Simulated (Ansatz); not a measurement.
Reaction (isomerisation): `N[SiH2]CS` → `CS[SiH2]N`

Program: Ansatz. Geometries: PBE0-D4/def2-TZVP. ΔE: electronic, gas phase. CCSD(T)/CBS adds triple-zeta CCSD(T) − MP2 to the extrapolated MP2 energy (def2 sets, frozen cores). DFT in def2-TZVPP. Each species was taken in one conformer, which may not be the lowest.

`N[SiH2]CS`:

```xyz
11

N    -0.936    0.452   -1.226
Si    0.467    0.701   -0.261
C     0.418   -0.401    1.255
S     0.139   -2.131    0.801
H    -0.841    0.356   -2.223
H    -1.819    0.873   -0.985
H     1.633    0.342   -1.106
H     0.601    2.110    0.216
H    -0.329   -0.065    1.979
H     1.392   -0.357    1.751
H    -0.725   -1.881   -0.200
```

`CS[SiH2]N`:

```xyz
11

C    -0.625    0.274    1.732
S     1.071    0.553    1.149
Si    0.743    0.443   -0.954
N     0.129   -1.039   -1.550
H    -1.009   -0.680    1.368
H    -1.285    1.083    1.417
H    -0.593    0.248    2.821
H     2.089    0.731   -1.507
H    -0.259    1.460   -1.367
H     0.593   -1.917   -1.386
H    -0.854   -1.156   -1.724
```

```tsv
level	ΔE (kJ/mol)
LDA (SPW92)	-60.1
BLYP-D4	-66.0
r2SCANh-D4	-68.5
r2SCAN0-D4	-68.3
```

Question: What does CCSD(T)/CBS give? (Estimate.)

Answer: The calculation gave: -65.7 kJ/mol. The listed levels differ from it by 5.6, -0.3, -2.8, -2.6 kJ/mol.

Largest T1 diagnostic among the species: 0.010.

At CCSD(T), def2-SVP lies +5.9 kJ/mol from the extrapolated value and def2-TZVPP +2.5 kJ/mol. Leaving LDA and LC-ωPBE aside and taking each functional with its dispersion term where it has one, the values, not all of them listed here, spread over 4.4 kJ/mol, from r2SCAN-D4 to ωB97M-V. LDA lies +7.3 kJ/mol from PBE without D4.

CCSD(T)/CBS has its own doubt, a few kJ/mol and more with outer-core shells, so smaller differences from it don't rank the levels.
